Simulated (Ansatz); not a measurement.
Total energies of CH7ClGeSi (`C[SiH2][GeH2][Cl]`).

```xyz
11

C     0.569   -0.596    1.511
Si    0.909    0.283   -0.104
Ge   -1.128    0.540   -1.313
Cl   -2.027   -1.442   -1.359
H    -0.090    0.000    2.147
H     1.499   -0.777    2.054
H     0.084   -1.556    1.322
H     1.840   -0.495   -0.963
H     1.494    1.635    0.118
H    -2.170    1.442   -0.630
H    -0.980    0.965   -2.784
```

The species carries charge 0 and has multiplicity 1. Correlated methods include outer-core shells of Ge, which these sets cover unevenly. Scalar relativity is left out up to krypton. All single points use the PBE0-D4/def2-TZVP geometry. It is one conformer, not always the lowest. Basis def2-TZVPP, Ansatz 0.2.0.

RPA on PBE orbitals: Hartree–Fock energy of these orbitals -2865.77266 Eh, correlation -1.28981 Eh (frozen core).

```json
{"functional": "PBE", "energy without D4 (Eh)": "-2868.38154", "D4 term (kJ/mol)": "-25.1"}
{"functional": "revPBE", "energy without D4 (Eh)": "-2868.78388", "D4 term (kJ/mol)": "-66.0"}
{"functional": "BLYP", "energy without D4 (Eh)": "-2869.11464", "D4 term (kJ/mol)": "-53.4"}
{"functional": "r2SCAN", "energy without D4 (Eh)": "-2869.01222", "D4 term (kJ/mol)": "-6.2"}
{"functional": "PBE0", "energy without D4 (Eh)": "-2868.51656", "D4 term (kJ/mol)": "-21.6"}
{"functional": "r2SCANh", "energy without D4 (Eh)": "-2869.00080", "D4 term (kJ/mol)": "-6.7"}
{"functional": "HSE06 (plane-wave form)", "energy without D4 (Eh)": "-2868.49958", "D4 term (kJ/mol)": "-20.4"}
{"functional": "ωB97X-V", "energy without D4 (Eh)": "-2868.79142", "D4 term (kJ/mol)": "–"}
{"functional": "ωB97M-V", "energy without D4 (Eh)": "-2868.90445", "D4 term (kJ/mol)": "–"}
{"functional": "PBE-QIDH", "energy without D4 (Eh)": "-2868.01725", "D4 term (kJ/mol)": "–"}
```

Task: Give the same for LDA (SPW92), B97M-V, B3LYP, r2SCAN0, BHLYP, CAM-B3LYP, LC-ωPBE, B2PLYP. (Best estimate.)

Result: Ansatz gave: 
```csv
functional,energy without D4 (Eh),D4 term (kJ/mol)
LDA (SPW92),-2862.87293,–
B97M-V,-2868.52852,–
B3LYP,-2869.19445,-40.7
r2SCAN0,-2868.98507,-7.4
BHLYP,-2869.05743,-34.4
CAM-B3LYP,-2869.21734,-22.4
LC-ωPBE,-2868.59570,–
B2PLYP,-2868.43975,–
```

B3LYP takes the VWN-RPA correlation (the form of Gaussian; ORCA's B3LYP/G). HSE06 is the plane-wave form, built on full-range PBE exchange. The double hybrids freeze the cores in their second-order part.

LC-ωPBE has ω = 0.4 bohr⁻¹.
